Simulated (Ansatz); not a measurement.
Program: Ansatz. Geometries: PBE0-D4/def2-TZVP. ΔE: electronic, gas phase. CCSD(T)/CBS is the MP2 limit (def2-TZVPP, def2-QZVPP) plus CCSD(T) − MP2 in def2-TZVPP, frozen cores. This one scheme is used for every species, atoms too. DFT in def2-TZVPP. B3LYP here is the variant with VWN-RPA as its local correlation; programs differ in this. No spin–orbit coupling; open shells (•) take unrestricted orbitals. Spin–orbit coupling would lower the free atoms: a little for Si; clearly for Ga. For Ga outer-core shells are correlated without core-valence functions, so the limit isn't a true one: a few kJ/mol of doubt a bond, and 10 to 20 or more in all where bonds break to atoms. Scalar relativity is left out up to krypton.

`[SiH3][SiH2][GaH2]` → Ga• + 7 H• + 2 Si•  (atomization)

Task: What is ΔE at CCSD(T)/CBS? (Best estimate.)

Result: Computed: +2631.9 kJ/mol.

Task: What do these levels give: PBE-D4, BLYP-D4, r2SCAN-D4, B97M-V, BLYP, r2SCAN, B3LYP, r2SCANh, HF/def2-SVP, HF/def2-TZVPP, MP2/def2-TZVPP, MP2/def2-QZVPP? (Best estimate.)

Result: Computed: PBE-D4 2573.1, BLYP-D4 2567.0, r2SCAN-D4 2627.6, B97M-V 2657.7, BLYP 2521.2, r2SCAN 2622.5, B3LYP 2576.2, r2SCANh 2617.2, HF/def2-SVP 1988.0, HF/def2-TZVPP 2001.9, MP2/def2-TZVPP 2529.8, MP2/def2-QZVPP 2561.2 kJ/mol.

Largest T1 diagnostic among the species: 0.014.

The D4 term adds +35.4 kJ/mol with B3LYP and +18.7 kJ/mol with PBE0; it sums over pairs of atoms, weighted by their polarisabilities, and B3LYP, whose exchange is more repulsive, gets the larger term. At CCSD(T), def2-SVP lies −172.3 kJ/mol from the extrapolated value and def2-TZVPP −52.6 kJ/mol: correlation converges slowly with the basis, and small sets miss more of it in the bonded molecule than in its fragments. In def2-TZVPP, CCSD(T) changes the Hartree–Fock value by +577.4 kJ/mol (the triples alone add +19.3 kJ/mol) and MP2 by +528.0 kJ/mol; breaking electron pairs costs correlation energy, which Hartree–Fock lacks.

For atomizations the MP2-based limit and the directly extrapolated one differ by several kJ/mol either way, and by 10 to 25 for some Ge, Se and Sn compounds, so smaller differences from it don't rank the levels.
